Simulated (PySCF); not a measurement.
Species: C5H3FOS.
Cartesian coordinates in Å at the PBE0-D3(BJ)/def2-SVP level; atoms count from 1:
```xyz
11
C5H3FOS angstrom
F      2.3696   -1.4029    0.0816
C      1.2394   -0.7535    0.0387
C      1.1298    0.5907    0.0668
C     -0.1773    1.2058    0.0191
S     -0.4208    2.8365    0.0491
C     -1.2662    0.2468   -0.0578
C     -1.0315   -1.0778   -0.0805
O      0.2194   -1.5994   -0.0333
H      2.0287    1.2034    0.1268
H     -2.2920    0.6146   -0.0973
H     -1.7884   -1.8596   -0.1376
```

Method: core-valence-separated Tamm–Dancoff BHandHLYP/aug-pcX-1 (pcseg-1 on H, def2-SVPD on S) in PySCF, non-relativistic, gas phase, PBE0-D3(BJ)/def2-SVP geometry. Absolute energies from this functional tend to lie a few eV below measured edges; no shift was applied.

Task: List the fluorine K-edge absorption lines.

Result: 
| E (eV) | f | core hole on | main final orbital | polarisation |
| --- | --- | --- | --- | --- |
| 686.03 | 0.0101 | F1 | LUMO (59 %) | out of plane |
| 687.30 | 0.0230 | F1 | spread | in plane |
| 687.80 | 0.0012 | F1 | LUMO+1 (58 %) | out of plane |
| 688.63 | 0.0200 | F1 | LUMO+2 (37 %) | in plane |
| 689.36 | 0.0037 | F1 | spread | in plane |
| 689.71 | 0.0025 | F1 | LUMO+5 (70 %) | out of plane |
| 689.79 | 0.0023 | F1 | LUMO+4 (38 %) | in plane |

The first line with a tenth or more of the strongest one's intensity is at 686.03 eV (f = 0.010), with the hole on F1 (fluorine bonded to C), polarised out of plane. The strongest listed is at 687.30 eV (f = 0.023; F1).

Task: List the carbon K-edge absorption lines.

Result: 
```
E (eV)       f  core hole on  main final orbital  polarisation
282.80  0.0582            C4         LUMO (85 %)  out of plane
282.97  0.0580            C6       LUMO+1 (53 %)  out of plane
283.56  0.0480            C3       LUMO+1 (74 %)  out of plane
284.04  0.0665            C7         LUMO (55 %)  out of plane
284.24  0.0069            C3         LUMO (93 %)  out of plane
284.62  0.0122            C6         LUMO (68 %)  out of plane
286.24  0.0795            C2       LUMO+1 (48 %)  out of plane
286.56  0.0169            C6       LUMO+2 (53 %)      in plane
286.77  0.0172            C3              spread      in plane
286.84  0.0005            C4       LUMO+1 (96 %)             –
287.32  0.0104            C3              spread      in plane
287.66  0.0043            C6       LUMO+3 (43 %)      in plane
287.69  0.0015            C7       LUMO+1 (59 %)  out of plane
287.99  0.0008            C3       LUMO+3 (42 %)             –
288.00  0.0337            C7       LUMO+2 (65 %)      in plane
288.07  0.0016            C6       LUMO+4 (43 %)      in plane
288.26  0.0053            C6       LUMO+5 (78 %)  out of plane
288.27  0.0069            C3       LUMO+5 (67 %)  out of plane
288.33  0.0084            C6      LUMO+10 (43 %)      in plane
288.38  0.0042            C3       LUMO+7 (37 %)      in plane
288.51  0.0038            C3       LUMO+4 (68 %)      in plane
288.56  0.0038            C3       LUMO+9 (54 %)  out of plane
288.57  0.0033            C4       LUMO+2 (59 %)      in plane
```

The first line with a tenth or more of the strongest one's intensity is at 282.80 eV (f = 0.058), with the hole on C4 (thiocarbonyl carbon), polarised out of plane: a 1s→π* resonance. The strongest listed is at 286.24 eV (f = 0.079; C2, 1s→π*).

Task: Give energies, oscillator strengths and core holes at the O K edge.

Result: 
| E (eV) | f | core hole on | main final orbital | polarisation |
| --- | --- | --- | --- | --- |
| 533.05 | 0.0257 | O8 | LUMO (87 %) | out of plane |
| 535.22 | 0.0001 | O8 | LUMO+1 (97 %) | – |
| 536.13 | 0.0042 | O8 | LUMO+2 (42 %) | in plane |
| 537.00 | 0.0103 | O8 | LUMO+2 (46 %) | in plane |
| 537.60 | 0.0204 | O8 | LUMO+3 (48 %) | in plane |
| 537.80 | 0.0306 | O8 | LUMO+4 (34 %) | in plane |
| 537.96 | 0.0011 | O8 | LUMO+5 (84 %) | out of plane |

The first line with a tenth or more of the strongest one's intensity is at 533.05 eV (f = 0.026), with the hole on O8 (ring oxygen), polarised out of plane: a 1s→π* resonance. The strongest listed is at 537.80 eV (f = 0.031; O8).

Roots within 0.03 eV whose holes lie on the same, on equivalent or on shared atoms are summed into one line, and the highest roots are left out, as the search may have cut off their partners. Final orbitals are the ground state's empty Kohn–Sham orbitals. A dash: too weak, shared between unlike atoms, or no plane or axis to refer to.

Task: What length of transition dipole belongs to the line at 687.30 eV?

Result: From f = (2/3) ΔE |μ|² in atomic units, with ΔE = 25.258 Eh and f = 0.0230: |μ| = 0.037 au = 0.09 D.

Only the lowest roots of each edge were sought.
